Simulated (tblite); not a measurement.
(CF3)3CH, C4HF9.
Geometry (GFN2-xTB, Å), atoms numbered from 1 in this order:
```xyz
14
C4HF9 angstrom
F     -0.435    0.906    1.839
C     -0.363    1.301    0.574
F      0.524    2.293    0.510
F     -1.545    1.819    0.244
C      0.023    0.157   -0.387
C     -1.054   -0.948   -0.384
F     -0.725   -1.936   -1.214
F     -2.224   -0.469   -0.803
F     -1.242   -1.477    0.818
C      1.408   -0.421   -0.028
F      1.435   -0.974    1.178
F      1.776   -1.351   -0.908
F      2.342    0.528   -0.060
H      0.081    0.571   -1.402
```

Computed with GFN2-xTB (tblite): harmonic, unscaled wavenumbers at the GFN2-xTB geometry, gas phase. Errors from tens to a few hundred cm⁻¹ against measured bands are possible. The optimisation stopped once no atom felt more than 0.01 eV/Å.

Lowest wavenumbers of the output (negative numbers stand for imaginary wavenumbers):
```
mode    cm-1
  1     -30.7
  2      50.9
  3      51.9
  4     134.3
  5     136.2
  6     153.5
  7     271.1
  8     280.6
  9     281.2
 10     312.3
 11     316.1
 12     316.2
 13     461.3
 14     477.4
 15     479.6
```

Question: Is this structure a minimum?

Answer: Not by this Hessian. 1 mode is imaginary beyond 20i (31i cm⁻¹), so at this level the point lies at or near a first-order saddle. The curvature is small, so loose convergence or finite differences may be the whole cause.

Question: Which atoms move in the imaginary mode?

Answer: 31i: F9 (fluorine of a CF3 group) 14 %, F11 (fluorine of a CF3 group) 14 %, F1 (fluorine of a CF3 group) 14 %, F7 (fluorine of a CF3 group) 10 %. These are shares of the mass-weighted motion.

Question: What is the remedy?

Answer: Step along that mode in both directions, optimise again with tighter thresholds and repeat the frequencies. The zero-point energy of this point (36.0 kcal/mol) counts the 35 real modes alone, and thermal corrections from it aren't those of a minimum.

Time: 0.51 s. Hardware: one thread of an Arm Neoverse V1, no GPU (shared host). This covers the Hessian and the dipole derivatives.
